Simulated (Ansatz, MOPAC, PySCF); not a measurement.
Pair of molecules: C2H6O (SMILES COC) (first 9 atoms) with HI (SMILES I); geometry from B3LYP-D3(BJ)/def2-TZVP, rigid monomers moved along the line of their centres of mass till O2···H11 is 2.08 Å.
(charge 0, multiplicity 1):
```xyz
11

C      0.769    -0.820     0.068
O      0.327     0.264     0.871
C     -0.990     0.686     0.551
H      0.794    -0.531    -0.988
H      0.115    -1.691     0.187
H      1.774    -1.076     0.397
H     -1.039     1.039    -0.485
H     -1.238     1.504     1.225
H     -1.709    -0.128     0.688
I     -0.009    -1.218     4.257
H      0.247    -0.454     2.817
```

Monomers are frozen at their geometry in the pair; levels with a basis set take the counterpoise correction.

Frozen-core correlation. Filled d and f shells under p-block atoms count as core. The state reached by PM3 isn't checked.

Programs: Ansatz (Gaussian orbitals); MOPAC for PM3 (differences of heats of formation); PySCF for the dispersion terms. Values without a source in brackets are computed. In def2 rows elements past Kr take small-core potentials, without spin–orbit coupling.

Task: One of these levels gives -211.0 meV for the interaction energy. Which?
(A) PBE-D4/def2-TZVPPD
(B) PM3
(C) r2SCAN/def2-TZVPPD
(D) SCS-MP2/def2-SVPD

Result: C, r2SCAN/def2-TZVPPD. The others give -13.7 (PM3), -243.8 (PBE-D4/def2-TZVPPD), -165.4 (SCS-MP2/def2-SVPD)

Ansatz is a program for electronic structure.
